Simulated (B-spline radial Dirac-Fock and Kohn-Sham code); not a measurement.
Cu: eigenvalues, ΔSCF and the reference

System: atomic copper, [Ar] 3d9 4s2 (not the ground configuration).

The density-functional columns are spherical, spin-unpolarised Dirac-Kohn-Sham results without Breit or QED terms: −ε is minus the orbital energy of the initial state and ΔSCF the difference of two total energies. The reference in the last column comes from relaxed Dirac-Fock hole states (ΔSCF) with Breit and QED corrections and a finite nucleus. All numbers are from an atomic code on a B-spline grid, in eV; a selection of levels is shown. For the 1s level of heavy atoms much of the gap between ΔSCF and the reference is the Breit and QED part, -16.2 eV here; for other levels the error of the functional can be larger.

```csv
level,LDA −ε,LDA ΔSCF,Dirac-Fock
K (1s),8836.2,9009.4,8993.6
L1 (2s),1065.8,1090.8,1114.9
L2 (2p1/2),935.5,966.6,967.2
L3 (2p3/2),915.1,945.5,947.2
M1 (3s),119.4,128.0,139.4
M2 (3p1/2),78.92,87.40,92.30
M3 (3p3/2),76.30,84.72,89.74
"M4,5 (3d)",9.80,17.33,14.02
N1 (4s),6.04,9.89,7.57
```

Values without a named source are computed, but for edge energies of neutral atoms, which are taken from tables.
